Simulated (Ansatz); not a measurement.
Basis-set series for CH5AlClNO, SMILES `C[O][Al]([NH2])[Cl]`. Total charge 0; spin multiplicity 1. Geometry: relaxed with PBE0-D4/def2-TZVP. It is one conformer, not always the lowest.

| functional | basis | functions | energy (Eh) | HOMO (eV) | LUMO (eV) |
| --- | --- | --- | --- | --- | --- |
| PBE0-D4 | def2-SVP | 103 | -873.07045 | -7.36 | 0.03 |
| PBE0-D4 | def2-QZVPP | 461 | -873.55448 | -7.65 | -0.48 |
| ωB97M-V | def2-SVP | 103 | -873.41893 | -9.73 | 1.66 |
| ωB97M-V | def2-QZVPP | 461 | -873.90599 | -10.05 | 0.90 |

**Question.** Give the rows for def2-TZVPP. (Estimate.)

**Answer.** Ansatz gave: 
| functional | basis | functions | energy (Eh) | HOMO (eV) | LUMO (eV) |
| --- | --- | --- | --- | --- | --- |
| PBE0-D4 | def2-TZVPP | 247 | -873.52254 | -7.60 | -0.25 |
| ωB97M-V | def2-TZVPP | 247 | -873.87549 | -9.99 | 1.33 |

Positive LUMOs are unbound and depend on the basis.
